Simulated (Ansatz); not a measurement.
`S[CH](S)[GeH3]`, charge 0, multiplicity 1.

Problem. Give a relaxed structure at PBE0-D4/def2-TZVP (Ansatz). (Best estimate.)

Solution. The calculation gave: 
```xyz
10

S     1.153   -1.436   -0.974
C    -0.115   -0.591   -0.023
S    -1.612   -0.432   -1.040
Ge    0.580    1.187    0.496
H     0.513   -2.612   -1.109
H    -0.337   -1.165    0.877
H    -2.386    0.156   -0.109
H     1.020    1.925   -0.774
H     1.757    1.032    1.474
H    -0.574    1.935    1.181
```
This is one stationary point; other conformers may exist.
